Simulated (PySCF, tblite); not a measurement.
C3H6O2S2Si (charge -1 and doublet state).
Cartesian coordinates in Å at the GFN2-xTB level; atoms count from 1:
```
atom  x, y, z in Å
O1     3.9460   -0.1486    0.0663
C2     3.3239    0.5777   -0.6859
O3     2.0495    0.6221   -0.8640
Si4    0.8251   -0.0216    0.1538
S5    -0.6623   -0.1849   -1.4350
C6    -2.0749   -0.5221   -0.3458
C7    -2.0238    0.3064    0.9169
S8    -0.6800   -0.2522    1.9869
H9     3.8447    1.3390   -1.3107
H10    1.3138   -1.3869    0.3559
H11   -2.0657   -1.5849   -0.0953
H12   -2.9738   -0.2986   -0.9248
H13   -2.9511    0.1921    1.4824
H14   -1.8719    1.3619    0.6774
```

Jobs on this species (14 atoms, 87 electrons) with PySCF (density fitting) and tblite. Hardware of each: one thread, Arm Neoverse N1 (aarch64), no GPU, shared host. Other jobs ran on the host; a repeat could differ by tens of per cent or more.

```json
{"level and settings": "GFN2-xTB", "work": "Hessian by finite differences", "basis functions": "–", "SCF cycles": "–", "wall time": "0.98 s"}
{"level and settings": "UKS B3LYP, pcH-1 on C H O S Si, non-relativistic, mean-field spin-orbit, GIAO", "work": "unrestricted SCF, g, hyperfine, density and orbital grids written", "basis functions": "290", "SCF cycles": "?", "wall time": "?"}
{"level and settings": "GFN2-xTB", "work": "L-BFGS relaxation", "basis functions": "–", "SCF cycles": "–", "wall time": "1.4 s"}
```

Problem. Fill in the missing figures.

Solution. 
- UKS B3LYP, pcH-1 on C H O S Si, non-relativistic, mean-field spin-orbit, GIAO; unrestricted SCF, g, hyperfine, density and orbital grids written: 3.2 min, 14 SCF cycles

Problem. What do all jobs in the table cost together?

Solution. About 3.2 min; the longest takes about 99 % of that, and about 200 times as long as the shortest.
